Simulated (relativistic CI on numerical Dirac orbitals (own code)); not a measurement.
Radial parameters of V8+

Calculated at this level of theory: Dirac-Coulomb-Breit CI, orbitals from a KLI potential per configuration, model QED, unscaled Slater integrals (own radial code, finite nucleus).

Slater integrals F^k, G^k are unscaled and averaged over j, outside the closed core [Ne]; ζ comes from projecting the Hamiltonian with its Breit term on Σ l·s of the shell.

- 3s²3p³: F^2(3p,3p) = 115200, ζ(3p) = 5835.8 cm⁻¹; <r>(3p) = 0.8733, <r^2>(3p) = 0.8791 (bohr units).
- 3s3p⁴: F^2(3p,3p) = 115070, G^1(3s,3p) = 151890, ζ(3p) = 5826 cm⁻¹; <r>(3s) = 0.858, <r^2>(3s) = 0.8379, <r>(3p) = 0.8742, <r^2>(3p) = 0.881 (bohr units).
- 3s²3p²3d: F^2(3p,3p) = 115090, ζ(3p) = 5848.3, F^2(3p,3d) = 112360, G^1(3p,3d) = 133330, G^3(3p,3d) = 84881, ζ(3d) = 342.3 cm⁻¹; <r>(3p) = 0.8741, <r^2>(3p) = 0.8809, <r>(3d) = 0.8629, <r^2>(3d) = 0.8746 (bohr units).

Averages of the first 10 configurations, taken without configuration mixing, which lowers the lowest level and can move excited configurations by several eV; other configurations of the list can lie among them:

```
Configuration  Parity  States  Average energy above the lowest level (eV)
       3s²3p³     odd      20                                         8.5
        3s3p⁴    even      30                                        39.8
     3s²3p²3d    even     150                                        52.4
          3p⁵     odd       6                                        76.3
      3s3p³3d     odd     400                                        81.3
        3p⁴3d    even     150                                       115.5
     3s3p²3d²    even    1350                                       124.4
     3s²3p²4s    even      30                                       104.4
     3s²3p²4p     odd      90                                       114.9
    3s²3p3d4p    even     360                                       159.2
```
